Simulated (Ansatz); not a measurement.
The same molecule with X = F, Cl, Br. Ansatz, PBE0-D4/def2-TZVP geometries, multiplicity 1. Each molecule was computed in one conformer, which needn't be the lowest.

Scalar relativity is left out up to krypton.

```json
{"X": "F", "molecule": "`[OH][Ge][F]`", "mean X–Ge bond length / Å": "1.767", "LUMO energy (B3LYP/def2-TZVPP) / eV": "-2.29", "HOMO energy (ωB97M-V/def2-TZVPP) / eV": "-10.61", "HOMO energy (PBE/def2-TZVPP) / eV": "-7.10"}
{"X": "Br", "molecule": "`[OH][Ge][Br]`", "mean X–Ge bond length / Å": "2.376", "LUMO energy (B3LYP/def2-TZVPP) / eV": "-2.68", "HOMO energy (ωB97M-V/def2-TZVPP) / eV": "-9.99", "HOMO energy (PBE/def2-TZVPP) / eV": "-6.78"}
```

(1) Give the row for X = Cl, `[OH][Ge][Cl]`. (An estimate is asked.)

## Answers

(1) Ansatz gave: 
```tsv
X	molecule	mean X–Ge bond length / Å	LUMO energy (B3LYP/def2-TZVPP) / eV	HOMO energy (ωB97M-V/def2-TZVPP) / eV	HOMO energy (PBE/def2-TZVPP) / eV
Cl	`[OH][Ge][Cl]`	2.212	-2.58	-10.23	-6.94
```

From F to Br the mean X–Ge bond length rises at each step, by 0.609 Å in all; the LUMO energy (B3LYP/def2-TZVPP) falls at each step, by 0.39 eV in all; the HOMO energy (ωB97M-V/def2-TZVPP) rises at each step, by 0.62 eV in all; the HOMO energy (PBE/def2-TZVPP) rises at each step, by 0.32 eV in all. Bonds lengthen as the atom grows down the group.

B3LYP here is the variant with VWN-RPA as its local correlation; programs differ in this.

Spin–orbit coupling is left out; it splits and shifts lone-pair levels of the heavy atoms by tenths of an eV.
